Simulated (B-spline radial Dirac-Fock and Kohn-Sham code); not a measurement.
# Elastic and transport cross sections of fluorine for electrons

These are calculated numbers from an atomic code on a B-spline grid; the model is relativistic (Dirac) partial waves in the static field of the Dirac-Fock atom with Furness-McCarthy exchange, without polarisation or absorption potentials. σ_tr1 and σ_tr2 weight the cross section with 1 − P₁ and 1 − P₂ of cos θ; "backward" is the share scattered beyond 90°.

| energy (eV) | σ (a₀²) | σ_tr1 (a₀²) | σ_tr2 (a₀²) | σ/σ_tr1 | backward (%) |
| --- | --- | --- | --- | --- | --- |
| 2000 | 1.09 | 0.0825 | 0.175 | 13.2 | 1.3 |
| 2150 | 1.03 | 0.0730 | 0.156 | 14.1 | 1.2 |
| 2860 | 0.806 | 0.0448 | 0.0986 | 18.0 | 0.83 |
| 3000 | 0.773 | 0.0413 | 0.0912 | 18.7 | 0.78 |
| 3330 | 0.706 | 0.0344 | 0.0769 | 20.5 | 0.69 |
| 3540 | 0.668 | 0.0309 | 0.0695 | 21.6 | 0.64 |
| 5000 | ? | ? | ? | ? | ? |
| 5670 | 0.437 | 0.0135 | 0.0314 | 32.3 | 0.37 |
| 6390 | 0.391 | 0.0109 | 0.0256 | 35.8 | 0.32 |
| 6660 | 0.377 | 0.0101 | 0.0239 | 37.1 | 0.31 |
| 6960 | 0.362 | 0.00938 | 0.0221 | 38.6 | 0.29 |
| 10000 | 0.258 | 0.00491 | 0.0118 | 52.7 | 0.19 |
| 13100 | 0.201 | 0.00302 | 0.00737 | 66.5 | 0.14 |
| 20000 | 0.136 | 0.00141 | 0.00351 | 96.1 | 0.090 |
| 20200 | 0.134 | 0.00139 | 0.00345 | 97.0 | 0.089 |
| 21000 | 0.130 | 0.00129 | 0.00322 | 100 | 0.085 |
| 22800 | 0.120 | 0.00111 | 0.00278 | 108 | 0.078 |
| 23100 | 0.119 | 0.00109 | 0.00272 | 109 | 0.077 |
| 26700 | 0.104 | 0.000838 | 0.00211 | 124 | 0.065 |
| 30000 | 0.0935 | 0.000680 | 0.00172 | 138 | 0.057 |
| 34400 | 0.0827 | 0.000532 | 0.00135 | 155 | 0.049 |

Q: Fill in the row for 5 keV.

A: σ = 0.490 a₀², σ_tr1 = 0.0169 a₀², σ_tr2 = 0.0389 a₀², σ/σ_tr1 = 29.0, backward 0.43 %. The ratio σ/σ_tr1 is roughly the number of elastic collisions that randomise the direction.
